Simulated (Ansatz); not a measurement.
Job for Ansatz (a program for electronic structure): U-PBE0/def2-TZVPP on MgP+, 2S+1 = 3, a spin state set in the input, which need not be the lowest, a point of a bond scan (R = 2.455 Å). Charge +1.

Ansatz 0.2 input:
```yaml
crystal:
  periodic: [false, false, false]
  atoms:
    - {symbol: Mg, position_ang: [0.00000000, 0.00000000, 0.00000000]}
    - {symbol: P, position_ang: [0.00000000, 0.00000000, 2.45454300]}
basis:
  gaussian:
    orbitals: def2-TZVPP
    pivot_positions_ang: [[0.00000000, 0.00000000, 0.00000000], [0.00000000, 0.00000000, 2.45454300]]
hamiltonian:
  xc: {name: PBE0}
total_charge: 1
magnetization: {spin_polarized: true, initial_magnetization: 2}
output: {forces: true, orbitals: {seedname: ./end}}
```

The log:

```
WARN ansatz: RAYON_NUM_THREADS=2 ignored (pool sized by the plan → 2); use --threads N
Functional definition: PBE0
integrals: 0.02 GiB planned
588 factors; their error is unknown
mean field: 0.24 GiB planned
mean field evaluation 1: about -14713.6275 eV, gradient 2.2e1 eV
mean field evaluation 2: about -14701.2584 eV, gradient 4.0e1 eV
mean field evaluation 4: about -14717.8395 eV, gradient 1.8e0 eV
mean field evaluation 8: about -14717.8710 eV, gradient 1.3e-1 eV
mean field evaluation 16: about -14717.8986 eV, gradient 2.5e-4 eV
mean field -14717.89864849 eV, -540.8727991822 hartree, gradient 3.7e-5 eV, S^2 2.053983; 2 other end points of the search recorded, 0 dependent functions left out
the calculation of the forces begins
reference -14717.89867760 eV, -540.8728002517 hartree; 14, 12 occupied and 60, 62 virtual orbitals, 588 factors
Total energy: -14717.89867760 eV, -540.8728002517 hartree
Atom 0 at     0.000000     0.000000     0.000000 Å, force    -0.000000     0.000000     0.061287 eV/Å
Atom 1 at     0.000000     0.000000     2.454543 Å, force    -0.000000    -0.000000    -0.061287 eV/Å
Dipole moment:    -0.000000    -0.000000    -1.398622 e Å
```

The calculation finished and met its thresholds.

Cost: very roughly 2.4 core-seconds.
